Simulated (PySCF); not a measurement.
## NMR data sheet: C3H6N2O2Si

* Formula: C3H6N2O2Si
* SMILES: [SiH3]OCc1ncon1
* Point group of the computed structure: C1
* Degrees of unsaturation: 3
* Carbon signals: 3
* Proton signals: 3

Molfile (atoms numbered from 1):
```
C3H6N2O2Si
     RDKit          3D

 14 14  0  0  0  0  0  0  0  0999 V2000
   -1.6615    1.3870   -0.3891 Si  0  0  0  0  0  4  0  0  0  0  0  0
   -1.7121   -0.2401   -0.3472 O   0  0  0  0  0  0  0  0  0  0  0  0
   -0.7302   -1.1721   -0.6491 C   0  0  0  0  0  0  0  0  0  0  0  0
    0.5848   -0.8517   -0.0343 C   0  0  0  0  0  0  0  0  0  0  0  0
    1.2384    0.3285   -0.2523 N   0  0  0  0  0  0  0  0  0  0  0  0
    2.3083    0.1959    0.4593 C   0  0  0  0  0  0  0  0  0  0  0  0
    2.3698   -0.9701    1.0917 O   0  0  0  0  0  0  0  0  0  0  0  0
    1.2383   -1.6453    0.7651 N   0  0  0  0  0  0  0  0  0  0  0  0
   -1.1522    1.8805   -1.6678 H   0  0  0  0  0  0  0  0  0  0  0  0
   -3.0860    1.6126   -0.1948 H   0  0  0  0  0  0  0  0  0  0  0  0
   -0.8525    1.9434    0.6969 H   0  0  0  0  0  0  0  0  0  0  0  0
   -0.5910   -1.2222   -1.7391 H   0  0  0  0  0  0  0  0  0  0  0  0
   -1.0591   -2.1506   -0.2840 H   0  0  0  0  0  0  0  0  0  0  0  0
    3.1044    0.9037    0.5726 H   0  0  0  0  0  0  0  0  0  0  0  0
  1  2  1  0
  2  3  1  0
  3  4  1  0
  4  5  1  0
  5  6  2  0
  6  7  1  0
  7  8  1  0
  8  4  2  0
  1  9  1  0
  1 10  1  0
  1 11  1  0
  3 12  1  0
  3 13  1  0
  6 14  1  0
M  END
```

PySCF calculation with shielding tensors at PBE0/pcSseg-1 (GIAO) and GFN2-xTB structure; equivalent nuclei averaged, one computed conformer, relativity neglected, in vacuum.

Referencing at the same level of theory: TMS for ¹H (σ = 31.72 ppm), ¹³C (σ = 186.93 ppm), ²⁹Si (σ = 349.16 ppm); ¹⁵N (σ = 267.73 ppm) vs NH3; ¹⁷O (σ = 336.08 ppm) vs H2O.

```tsv
carbon	δC, type	δH (multiplicity)	HMBC from (2–3 bonds)	span of the C tensor (ppm)
C3	61.1, CH2	5.30 (s)	H9/H10/H11	58
C4	173.1, C	–	H14, H12/H13	181
C6	171.9, CH	8.75 (s)	–	158
```

Other nuclei:
```
     atoms  nucleus                         environment  δ (ppm)  σ (ppm)
H9/H10/H11       ¹H   hydrogen on a silicon bonded to O     4.96    26.76
       Si1     ²⁹Si            silicon bonded to O, 3 H    -37.4    386.6
        N8      ¹⁵N  pyridine-type nitrogen of an azole    396.5   -128.8
        N5      ¹⁵N  pyridine-type nitrogen of an azole    283.7    -15.9
        O7      ¹⁷O                aromatic ring oxygen    419.2    -83.1
        O2      ¹⁷O              oxygen bonded to C, Si      3.6    332.4
```

Carbon types of the structure: 1 × C, 1 × CH, 1 × CH2, leaving 3 H on heteroatoms. δC 173.1: substituted aromatic carbon next to a ring nitrogen. δC 171.9: aromatic CH between two ring heteroatoms. δC 61.1: sp3 CH2 bonded to O, on an aromatic ring; deshielded by the electronegative neighbour. δH 8.75: hydrogen on an aromatic CH between two ring heteroatoms; ring-current deshielding. δH 5.30: hydrogen on an sp3 CH2 bonded to O, on an aromatic ring; its carbon carries O, hence the downfield position.

Shifts are as computed. Against solution values, carbons near 30 ppm lie about +3 ppm off and those near 130 ppm about +5 ppm. Of 1211 compounds with measured shifts, 218 miss one by over three times the rms of a fit or turn the order of signals round; such compounds aren't used in these exercises. Unscaled 17O shifts of doubly bonded oxygen tend to come out too high, by tens of ppm or more. Experimental scales use liquid or dissolved standards, which lie at an offset from isolated NH3 (liquid NH3: subtract about 20 ppm) and H2O (liquid H2O: subtract about 36 ppm). Unscaled 15N shifts of sp2 nitrogen come out 20 to 40 ppm too high even then. Multiplicities follow the n + 1 count of equivalent neighbours, as no J values were calculated; m marks all less simple cases, F and P coupling included.
